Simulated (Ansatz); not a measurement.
`C[O][W](=[O])(=[O])[O]C` and `C[O][W](=[O])(=[O])[F]` differ in one atom or group.

Ansatz, PBE0-D4/def2-TZVP geometries, multiplicity 1. Each molecule was computed in one conformer, which needn't be the lowest.

Elements past krypton have def2 core potentials.

```csv
property,`C[O][W](=[O])(=[O])[O]C`
size of the dipole moment (PBE/def2-TZVPP) / D,3.00
HOMO–LUMO gap (PBE0/def2-TZVPP) / eV,7.21
LUMO energy (PBE/def2-TZVPP) / eV,-2.03
HOMO–LUMO gap (ωB97M-V/def2-TZVPP) / eV,11.66
HOMO energy (PBE/def2-TZVPP) / eV,-6.89
HOMO energy (B3LYP/def2-TZVPP) / eV,-8.22
```

(1) Give the same properties after the change, and the shifts. (An estimate is asked.)

Answers

(1) Computed: 
```csv
property,`C[O][W](=[O])(=[O])[F]`,shift
size of the dipole moment (PBE/def2-TZVPP) / D,3.96,0.96
HOMO–LUMO gap (PBE0/def2-TZVPP) / eV,7.30,0.09
LUMO energy (PBE/def2-TZVPP) / eV,-2.54,-0.51
HOMO–LUMO gap (ωB97M-V/def2-TZVPP) / eV,11.83,0.17
HOMO energy (PBE/def2-TZVPP) / eV,-7.44,-0.55
HOMO energy (B3LYP/def2-TZVPP) / eV,-8.81,-0.59
```

With PBE0 the HOMO falls by 0.59 eV and the LUMO falls by 0.50 eV, so the gap widens by about 0.09 eV. PBE moves the HOMO by -0.55 eV and ωB97M-V by -0.59 eV. Dipoles are sizes alone; their direction can turn.

B3LYP here is the variant with VWN-RPA as its local correlation; programs differ in this.
